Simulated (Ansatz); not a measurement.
Mulliken charges of ClFH2NSTa, SMILES `[NH2][Ta]([F])(=[S])[Cl]` from PBE/def2-TZVPP in Ansatz (PBE0-D4/def2-TZVP geometry).

```tsv
atom	x (Å)	y (Å)	z (Å)	charge (e)
N1	-1.180	0.252	0.159	-0.372
Ta2	0.681	-0.232	-0.134	0.706
F3	0.770	-1.722	-1.259	-0.256
S4	1.455	-0.682	1.822	-0.226
Cl5	1.800	1.533	-1.086	-0.214
H6	-1.652	0.300	1.050	0.194
H7	-1.812	0.484	-0.597	0.168
```

Task: By hand: the dipole of these point charges (1 e Å = 4.8032 D).

Result: Σ q r = (-0.616, 0.149, 0.093) e Å, of length 0.641 e Å = 3.08 D.

Task: How does the dipole of the full density compare? (An estimate is asked.)

Result: Ansatz gave: (-0.677, 0.208, -0.188) e Å, 3.52 D; the point charges give 0.88 times that, at 23° from its direction.

Point charges leave out the atoms' own dipoles, such as those of lone pairs, and Mulliken's split depends on the basis, so the two needn't agree.
